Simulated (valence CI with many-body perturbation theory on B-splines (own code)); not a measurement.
Values are calculated unless marked as measured or tabulated.
Sn³⁴⁺: magnetic and hyperfine properties of the levels

Method: configuration interaction combined with many-body perturbation theory (CI+MBPT): six valence electrons over a frozen Dirac-Fock core [Ne], radial functions for each j: 9 s, 9 p, 8 d, 6 f, 3 g, 1 h, with the one-electron correlation potential Σ1, the two-electron term Σ2, the three-electron term Σ3, Breit, model QED; selected CI, second order for the rest, scaled by the run's own slope (own B-spline code, finite nucleus).

The last digits are not significant, and no measured levels were compared; by estimate large intervals hold to a few tenths of a per cent, small ones and those within an open d or f shell to about a per cent. Among the levels kept, up to 1500 cm⁻¹ of a level comes from second order outside the variational space, and about a tenth of that is noise between levels of different J, which matters for small intervals.

A/g_I is the dipole constant over the nuclear g factor μ/I (μ in nuclear magnetons, uniformly magnetised nucleus), B/Q the quadrupole constant per barn. Both hold the static response of the core; the bare values leave it out. Large factors of s and p1/2 electrons are usually good to 5 to 10 %; those of open d and f shells near neutrality can be off by tens of per cent, and small factors of p3/2, d and f electrons come from cancelling terms and can be off by a factor of two or in sign, in half-filled shells by more. B is blank for J = 1/2, where it vanishes, and for nearly pure S terms. Energies count from the lowest level. Levels with J = 0 are left out.

Levels are named by their leading jj configuration (3d3/2^4 stands for four electrons in 3d with j = 3/2), which in mixed levels can hold well under half, so a name can repeat and another be missing. Letters in brackets count levels of one name in rising energy.

```
                             Level  E (eV)      g  A/g_I (MHz)  A/g_I bare  B/Q (MHz/b)  B/Q bare
        (3s^2 3p1/2^2 3p3/2^2) J=2    0.00  1.363        50600       50500        21600     21200
          (3s^2 3p1/2 3p3/2^3) J=1   51.98  1.497       -14700      -12800       -48400    -47400
          (3s^2 3p1/2 3p3/2^3) J=2   58.35  1.127       120000      118000      -119000   -116000
    (3s^2 3p1/2^2 3p3/2 3d3/2) J=2  138.67  1.197        74000       73400        -7130     -7070
    (3s^2 3p1/2^2 3p3/2 3d3/2) J=1  140.86  1.222        10500       12000       -25800    -25700
    (3s^2 3p1/2^2 3p3/2 3d3/2) J=3  143.70  1.197        33400       34100        63900     63300
          (3s 3p1/2^2 3p3/2^3) J=2  144.71  1.277       137000      134000       -75700    -73900
    (3s^2 3p1/2^2 3p3/2 3d5/2) J=4  154.22  1.306        22500       23300        74800     74600
          (3s 3p1/2^2 3p3/2^3) J=1  164.63  1.335       -73200      -68900       -16400    -16100
    (3s^2 3p1/2^2 3p3/2 3d5/2) J=2  165.22  1.354        88800       87800       -58300    -57200
    (3s^2 3p1/2^2 3p3/2 3d5/2) J=3  168.40  1.111        25200       25600        40200     40500
    (3s^2 3p1/2^2 3p3/2 3d5/2) J=1  177.40  0.863       -18700      -17300         7030      7270
(3s^2 3p1/2 3p3/2^2 3d3/2) J=2 [a]  187.45  1.002        76100       75200       -70300    -69000
(3s^2 3p1/2 3p3/2^2 3d3/2) J=1 [a]  187.83  0.948       125000      122000       -22500    -22300
(3s^2 3p1/2 3p3/2^2 3d3/2) J=3 [a]  191.49  1.120        70800       70300       -28600    -27900
    (3s^2 3p1/2 3p3/2^2 3d3/2) J=4  197.79  1.097        70400       69800        11600     12100
(3s^2 3p1/2 3p3/2^2 3d5/2) J=3 [a]  198.96  1.315        -5230       -3670        26000     26000
    (3s^2 3p1/2 3p3/2^2 3d5/2) J=1  201.23  0.956       251000      244000        -5150     -5010
(3s^2 3p1/2 3p3/2^2 3d5/2) J=4 [a]  201.23  1.246        10400       11400        65000     64900
(3s^2 3p1/2 3p3/2^2 3d3/2) J=2 [b]  204.73  0.894        89300       88200        50700     50400
(3s^2 3p1/2 3p3/2^2 3d5/2) J=4 [b]  207.59  1.166        60300       59700        -7690     -6720
    (3s^2 3p1/2 3p3/2^2 3d5/2) J=5  209.98  1.195        57900       57500        21400     22300
(3s^2 3p1/2 3p3/2^2 3d3/2) J=1 [b]  216.29  1.521        52600       53000        24100     23600
(3s^2 3p1/2 3p3/2^2 3d3/2) J=3 [b]  217.32  1.194        21300       22200         4950      5490
(3s^2 3p1/2 3p3/2^2 3d3/2) J=2 [c]  217.46  1.284        73800       73200        14900     14200
(3s^2 3p1/2 3p3/2^2 3d5/2) J=2 [a]  220.45  1.238       -29100      -26900        74100     73400
(3s^2 3p1/2 3p3/2^2 3d5/2) J=3 [b]  224.80  1.135        62500       62000        77000     76500
(3s^2 3p1/2 3p3/2^2 3d3/2) J=1 [c]  225.28  1.192         9890       10700       -36700    -35900
(3s^2 3p1/2 3p3/2^2 3d5/2) J=2 [b]  226.74  1.059        61400       60800        17900     17800
(3s^2 3p1/2 3p3/2^2 3d5/2) J=3 [c]  230.69  1.044        67600       66600       -30800    -29700
(3s^2 3p1/2 3p3/2^2 3d3/2) J=1 [d]  232.35  0.981        21100       22000        22300     22200
(3s^2 3p1/2 3p3/2^2 3d5/2) J=2 [c]  238.11  1.180        15000       15700       -65800    -64400
```

**Question.** Take the isotope of mass number 117, with I = 1/2, μ = -0.9995 μN. What is the hyperfine structure of (3s 3p1/2^2 3p3/2^3) J=2?

**Answer.** From the table A = -274000 MHz. Shifts from the centre of gravity in MHz: F = 3/2: 411000, F = 5/2: -274000.
